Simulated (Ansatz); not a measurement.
H4W2⁻, relaxed as a doublet with UKS r2SCAN-D4/def2-TZVPD in Ansatz, starting from the GFN2-xTB geometry. Force threshold 0.02 eV/Å.

In the def2 sets W takes a core potential; there is no spin–orbit coupling. The charge -1 doublet is spin-contaminated (final ⟨S²⟩ up to 1.59, 0.75 for a pure state). The highest occupied level of the charge -1 doublet lies above zero (up to 0.24 eV). It is a level of α spin, whose loss leaves a singlet; that state wasn't run at this geometry and level. The electron is either unbound and held by the finite basis, or the level is raised by self-interaction error. The relaxation made no stability test and no search for a lower SCF solution. No other spin state of charge -1 was run. The structure comes from a short search, and lower isomers may exist.

Start:

```xyz
6

W     0.594    1.096   -0.248
W    -0.604   -1.092    0.251
H    -0.937   -2.111   -0.974
H     1.065    1.415   -1.775
H    -1.021   -1.448    1.783
H     0.902    2.140    0.964
```

```json
{"step": "1", "energy (eV)": "-3713.8415", "largest force component (eV/Å)": "2.355", "SCF passes": "91"}
{"step": "2", "energy (eV)": "-3715.3396", "largest force component (eV/Å)": "0.685", "SCF passes": "98"}
{"step": "3", "energy (eV)": "-3715.4063", "largest force component (eV/Å)": "0.363", "SCF passes": "44"}
{"step": "4", "energy (eV)": "-3715.4543", "largest force component (eV/Å)": "0.455", "SCF passes": "39"}
{"step": "5", "energy (eV)": "-3715.6042", "largest force component (eV/Å)": "0.634", "SCF passes": "38"}
{"step": "6", "energy (eV)": "-3715.8440", "largest force component (eV/Å)": "0.599", "SCF passes": "40"}
{"step": "7", "energy (eV)": "-3715.9188", "largest force component (eV/Å)": "1.007", "SCF passes": "35"}
{"step": "8", "energy (eV)": "-3715.9592", "largest force component (eV/Å)": "0.131", "SCF passes": "33"}
{"step": "9", "energy (eV)": "-3715.9612", "largest force component (eV/Å)": "0.015", "SCF passes": "29"}
```

Force components are those of the run's own axes.

End:

Cartesian coordinates in Å:
```
W 0.0967 1.2147 -0.3023
W -0.5188 -0.8602 0.1939
H -0.6281 -1.8533 -1.3241
H 0.9790 0.8805 -1.7763
H -0.7734 -1.0195 1.9865
H 0.8446 1.6379 1.2223
```

By distances, no bond broke or formed. The bond that changes most is W1–W2, from 2.54 to 2.22 Å (atoms count from 1).

No frequencies were taken in this run, so the end may be a saddle point.

It took 31 s on 4 threads of Arm Neoverse V2 on a shared host.
